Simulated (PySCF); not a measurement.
## Structure revision by computed shifts

A compound C7H13NSi gives the data below (simulated from a calculation) and was assigned the structure `CCc1cc(C)n([SiH3])c1`.

13C{1H} NMR (computed): δ 112.8 (C), 82.2 (C), 41.9 (CH3, 2C), 6.0 (CH3), 2.8 (CH2, 2C).

1H NMR (600 MHz, computed): δ 2.58 (s, 6H), 1.93 (s, 3H), 0.71 (m, 2H), 0.50 (m, 2H).

Level of theory: geometry from PBE0-D3(BJ)/def2-SVP, shieldings: GIAO PBE0/pcSseg-1, in PySCF 2.14 (gas phase, a single conformation, rapidly exchanging positions averaged, non-relativistic).

δ = σ(ref) − σ, references computed at the same level: TMS for 1H (σref 31.27) and 13C (σref 184.41).

Question: Compare with the shifts computed for the proposed structure, pairing carbons in order of shift.

Answer: Structure with atom numbers: `[CH3:1][CH2:2][c:3]1[cH:4][c:5]([CH3:6])[n:7]([SiH3:8])[cH:9]1`; H(Xn) means a hydrogen on atom n.

| atom | computed for proposal | given list | difference |
| --- | --- | --- | --- |
| C5 | 137.0 | 112.8 | +24.2 |
| C3 | 134.2 | 82.2 | +52.0 |
| C9 | 126.7 | 41.9 | +84.8 |
| C4 | 117.9 | 41.9 | +76.0 |
| C2 | 23.8 | 6.0 | +17.8 |
| C1 | 20.0 | 2.8 | +17.2 |
| C6 | 14.6 | 2.8 | +11.8 |

The rms difference is 49.3 ppm and the largest +84.8 ppm at C9 (aromatic CH next to a ring nitrogen). The proposal also would give 7 carbon signals, not 5. The carbon types in order of shift don't match either: C, C, CH, CH, CH2, CH3, CH3 for the proposal against C, C, CH3, CH3, CH3, CH2, CH2 in the data. The proposal doesn't fit.

Question: Which isomer fits?

Answer: SMILES CC#C[Si]1(N(C)C)CC1.

- Carbon types of the structure: 2 × C, 2 × CH2, 3 × CH3, which accounts for all hydrogens.
- δC 112.8, 82.2: alkyne carbon.
- δC 41.9: methyl carbon bonded to N; deshielded by the electronegative neighbour.
- δC 6.0: propargylic methyl carbon; saturated and bonded to C and H only.
- δC 2.8: three-membered-ring carbon; carbons of three-membered rings are unusually shielded.

This is the structure that produced the data.

Shifts are as computed. Against solution values, carbons near 30 ppm lie about +2 ppm off and those near 130 ppm about +5 ppm. Of 1211 compounds with measured shifts, 218 miss one by over three times the rms of a fit or turn the order of signals round; such compounds aren't used in these exercises. No couplings were computed; multiplicities are counted from neighbouring protons, with m where these are inequivalent, close in shift, in a saturated or five-membered ring or joined by F or P, and br s for small geminal =CH2 splittings.
